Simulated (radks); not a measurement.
All-electron atom: Nb7+ in [Ar] 3d10 4s2 4p(1/2: 2, 3/2: 2).

Calculated with a radial shooting solver on a logarithmic mesh with Libxc functionals: Dirac Kohn-Sham, BLYP, spin-unpolarised, spherical densities, finite nucleus; Fermi nuclear charge, rms radius 4.324 fm.

Energy parts (eV):
| part | energy |
|---|---|
| total | -103609.532 |
| kinetic | 107273.380 |
| electron-nucleus | -246521.208 |
| Hartree | 38794.947 |
| exchange-correlation | -3156.652 |

Orbitals (lengths in bohr, moments of r in powers of bohr; <r^-3> diverges for s and p1/2):
| orbital | occ. | eigenvalue (eV) | <r^-3> |
|---|---|---|---|
| 1s1/2 | 2 | -18913.78 | - |
| 2s1/2 | 2 | -2739.706 | - |
| 2p1/2 | 2 | -2523.847 | - |
| 2p3/2 | 4 | -2427.977 | 2212 |
| 3s1/2 | 2 | -546.1484 | - |
| 3p1/2 | 2 | -464.8588 | - |
| 3p3/2 | 4 | -449.2474 | 364.8 |
| 3d3/2 | 4 | -305.6956 | 52.70 |
| 3d5/2 | 6 | -302.7744 | 50.36 |
| 4s1/2 | 2 | -156.1820 | - |
| 4p1/2 | 2 | -131.6663 | - |
| 4p3/2 | 2 | -128.9798 | 63.27 |

The highest occupied level is 4p3/2 at -128.98 eV. The electron density at the nucleus is 8.256e+04 e/bohr^3.
